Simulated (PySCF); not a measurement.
Fe (iron, neutral): UHF calculation

Configuration: [Ar] 3d6 4s2, high-spin 5D determinant. Calculation: PySCF 2.14, in aug-cc-pVDZ; no relativity, point nucleus.

| Quantity | Value |
| --- | --- |
| Total energy | -1262.451471 hartree |
| One-electron energy | -1744.5309 hartree |
| Hartree (Coulomb) energy | 536.4939 hartree |
| Exchange energy | -54.4145 hartree |
| Kinetic energy | 1262.53152 hartree |
| ⟨S²⟩ | 6.0160 |
| ⟨L²⟩ | 6.018 |
| Sum of ⟨r⟩ | 21.88 bohr |
| Sum of ⟨r²⟩ | 41.24 bohr² |
| Traceless quadrupole moment −½Σ⟨3z² − r²⟩ along its main axis | 0.223 e·bohr² |
| Density at the nucleus (Gaussians lack the cusp) | 11800 bohr⁻³ |
| Spin density at the nucleus | 1.13 bohr⁻³ |
| Langevin diamagnetic susceptibility | -32.7 ×10⁻⁶ cm³/mol |
| Time after the integrals | 0.38 s of wall time on 1 thread of Neoverse-V2 (shared host) |

| shell | electrons | mean orbital energy (hartree) | spread (hartree) | rms radius, mean of both spins (bohr) |
| --- | --- | --- | --- | --- |
| 1s α | 1 | -261.37423 | 0 | 0.0685 |
| 1s β | 1 | -261.37101 | 0 | 0.0685 |
| 2s α | 1 | -31.99884 | 0 | 0.292 |
| 2s β | 1 | -31.87317 | 0 | 0.292 |
| 2p α | 3 | -27.47579 | 0.03401 | 0.262 |
| 2p β | 3 | -27.35237 | 0.00053 | 0.262 |
| 3s α | 1 | -4.34991 | 0 | 0.880 |
| 3s β | 1 | -3.99763 | 0 | 0.880 |
| 3p α | 3 | -2.95870 | 0.07484 | 0.940 |
| 3p β | 3 | -2.53413 | 0.05157 | 0.940 |
| 3d α | 5 | -0.68852 | 0.08707 | 1.23 |
| 3d β | 1 | -0.48159 | 0 | 1.23 |
| 4s α | 1 | -0.27815 | 0 | 3.52 |
| 4s β | 1 | -0.24193 | 0 | 3.52 |
